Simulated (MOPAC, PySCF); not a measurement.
C4H8Si, SMILES `C(=CC[SiH3])=C`, neutral singlet in the gas phase. 

Cartesian coordinates (Å):
```xyz
13

C     -2.7908    -0.1194    -0.1398
C     -1.5488    -0.4398     0.0791
C     -0.3032    -0.7596     0.2870
C      0.8233    -0.5238    -0.6832
Si     1.9400     0.8956    -0.1241
H     -3.1763     0.8617     0.1161
H     -3.4876    -0.8229    -0.5829
H     -0.0403    -1.2006     1.2457
H      0.4309    -0.2906    -1.6748
H      1.4335    -1.4269    -0.7794
H      1.1741     2.1632    -0.1062
H      3.0951     1.0375    -1.0449
H      2.4501     0.6255     1.2421
```
Charge 0, spin multiplicity 1.

All levels are single points at this geometry (B3LYP-D3(BJ)/def2-TZVP); Pople sets use spherical d functions. Orbital energies aren't observables, and empty levels follow the basis.

B3LYP/6-311+G** in PySCF gives HOMO (eV) = -6.88.

Problem. Estimate the HOMO (eV) from each of these levels: B3LYP-D3(BJ)/def2-TZVP in PySCF; PBE-D3(BJ)/def2-TZVP in PySCF; B3LYP/6-31G* in PySCF; B3LYP/LANL2DZ in PySCF; M06-2X/6-31G* in PySCF; PBE/6-31G* in PySCF; PM6 in MOPAC; PM7 in MOPAC.

Solution. 
```json
[
 {"level": "B3LYP-D3(BJ)/def2-TZVP in PySCF", "HOMO (eV)": "-6.86"},
 {"level": "PBE-D3(BJ)/def2-TZVP in PySCF", "HOMO (eV)": "-5.95"},
 {"level": "B3LYP/6-31G* in PySCF", "HOMO (eV)": "-6.58"},
 {"level": "B3LYP/LANL2DZ in PySCF", "HOMO (eV)": "-6.75"},
 {"level": "M06-2X/6-31G* in PySCF", "HOMO (eV)": "-7.99"},
 {"level": "PBE/6-31G* in PySCF", "HOMO (eV)": "-5.67"},
 {"level": "PM6 in MOPAC", "HOMO (eV)": "-9.35"},
 {"level": "PM7 in MOPAC", "HOMO (eV)": "-9.59"}
]
```
